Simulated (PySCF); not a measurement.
3,4-dichlorobuta-1,2-diene (C4H4Cl2), SMILES C=C=C(Cl)CCl.

Geometry optimised at B3LYP-D3(BJ)/def2-SVP. One conformer was computed; it need not be the lowest.

Calculation: B3LYP/def2-TZVP (PySCF).

Gas-phase values at a fixed geometry.

Computed frontier levels, gap, dipole moment and polarisability:
| Property | Result |
|---|---|
| highest occupied level | -7.31 eV |
| lowest empty level | -1.30 eV |
| orbital gap | 6.01 eV |
| dipole moment | 2.79 D |
| quadrupole, principal values (traceless, Buckingham form, about the centre of nuclear charge) | -7.19, 0.97, 6.21 D·Å |
| mean static polarisability | 77.1 bohr³ (11.42 Å³) |
| polarisability, principal values | 53.6, 66.3, 111.4 bohr³ |
